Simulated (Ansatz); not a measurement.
Sn16PH28. Total charge 0; doublet. Geometry PBE-D4/def2-SVP; atoms count from 1.

| atom | x (Å) | y (Å) | z (Å) |
| --- | --- | --- | --- |
| P1 | 1.640 | 0.145 | -1.996 |
| Sn2 | -0.658 | 4.059 | -2.147 |
| Sn3 | 2.508 | 3.546 | 0.921 |
| Sn4 | -1.616 | -0.781 | -0.779 |
| Sn5 | 0.445 | -1.067 | 1.148 |
| Sn6 | -1.734 | 1.800 | 1.840 |
| Sn7 | 0.289 | -4.732 | -1.192 |
| Sn8 | -2.551 | -3.972 | 2.539 |
| Sn9 | 0.601 | 1.932 | -3.504 |
| Sn10 | -1.185 | -2.844 | -2.669 |
| Sn11 | 3.439 | 1.466 | -0.743 |
| Sn12 | 2.145 | -3.127 | 0.183 |
| Sn13 | 1.338 | 5.476 | -0.759 |
| Sn14 | -2.695 | 3.384 | -0.316 |
| Sn15 | 0.664 | 2.846 | 2.941 |
| Sn16 | -0.768 | -2.017 | 3.511 |
| Sn17 | -1.352 | -5.854 | 0.812 |
| H18 | -1.347 | 5.047 | -3.410 |
| H19 | 3.951 | 4.179 | 1.672 |
| H20 | 2.562 | -0.310 | -3.010 |
| H21 | -1.592 | 0.766 | -1.578 |
| H22 | -3.187 | -0.934 | -0.039 |
| H23 | 1.385 | 0.390 | 1.357 |
| H24 | -2.969 | 1.805 | 3.095 |
| H25 | 1.007 | -5.979 | -2.170 |
| H26 | -3.801 | -3.154 | 1.654 |
| H27 | -3.327 | -4.839 | 3.829 |
| H28 | 1.835 | 2.575 | -4.550 |
| H29 | -0.525 | 1.047 | -4.487 |
| H30 | -0.284 | -2.253 | -4.030 |
| H31 | -2.685 | -3.489 | -3.264 |
| H32 | 4.554 | 2.128 | -1.908 |
| H33 | 4.285 | 0.254 | 0.172 |
| H34 | 3.433 | -2.528 | -0.813 |
| H35 | 2.862 | -3.977 | 1.522 |
| H36 | 2.508 | 6.161 | -1.843 |
| H37 | 0.648 | 6.774 | 0.166 |
| H38 | -3.384 | 4.887 | 0.243 |
| H39 | -3.962 | 2.525 | -1.136 |
| H40 | 0.399 | 4.278 | 3.903 |
| H41 | 1.370 | 1.656 | 3.994 |
| H42 | -1.636 | -0.797 | 4.391 |
| H43 | 0.386 | -2.729 | 4.595 |
| H44 | -2.609 | -6.809 | 0.085 |
| H45 | -0.387 | -6.936 | 1.769 |

In the def2 sets Sn takes a core potential; there is no spin–orbit coupling. Single mean-field runs in def2-TZVP are fitted with def2-universal-jkfit.

(1) Estimate the Mulliken populations of the heavy atoms from the PBE0/def2-TZVP orbitals of Ansatz.

(2) Where does the spin sit?

(3) And the Mayer bond orders between bonded heavy atoms (over 0.3)?

Answers

(1) 
| atom | charge (e) | spin (α − β) |
| --- | --- | --- |
| P1 | -0.52 | 0.00 |
| Sn2 | 0.04 | 0.00 |
| Sn3 | 0.04 | 0.00 |
| Sn4 | 0.10 | -0.01 |
| Sn5 | 0.12 | -0.01 |
| Sn6 | 0.03 | 0.67 |
| Sn7 | 0.00 | 0.00 |
| Sn8 | 0.05 | 0.00 |
| Sn9 | 0.23 | 0.00 |
| Sn10 | 0.06 | 0.05 |
| Sn11 | 0.23 | 0.00 |
| Sn12 | 0.05 | 0.06 |
| Sn13 | 0.04 | 0.00 |
| Sn14 | 0.04 | 0.05 |
| Sn15 | 0.05 | 0.05 |
| Sn16 | 0.05 | 0.00 |
| Sn17 | 0.06 | 0.00 |
Mulliken values and Mayer orders depend strongly on the basis.

(2) Summed by element: P 0.00, Sn 0.88, H 0.12, of 1 unpaired in all. Largest on single atoms: Sn6 0.67, Sn12 0.06, Sn14 0.05.

(3) P1–Sn9 0.90 (2.56 Å); P1–Sn11 0.90 (2.56 Å); Sn2–Sn9 0.85 (2.82 Å); Sn2–Sn13 0.86 (2.81 Å); Sn2–Sn14 0.85 (2.82 Å); Sn3–Sn11 0.85 (2.82 Å); Sn3–Sn13 0.86 (2.81 Å); Sn3–Sn15 0.85 (2.82 Å); Sn4–Sn5 0.81 (2.84 Å); Sn4–Sn10 0.81 (2.83 Å); Sn5–Sn12 0.79 (2.84 Å); Sn5–Sn16 0.81 (2.82 Å); Sn6–Sn14 0.85 (2.84 Å); Sn6–Sn15 0.86 (2.84 Å); Sn7–Sn10 0.88 (2.81 Å); Sn7–Sn12 0.88 (2.81 Å); Sn7–Sn17 0.87 (2.82 Å); Sn8–Sn16 0.87 (2.82 Å); Sn8–Sn17 0.87 (2.82 Å).
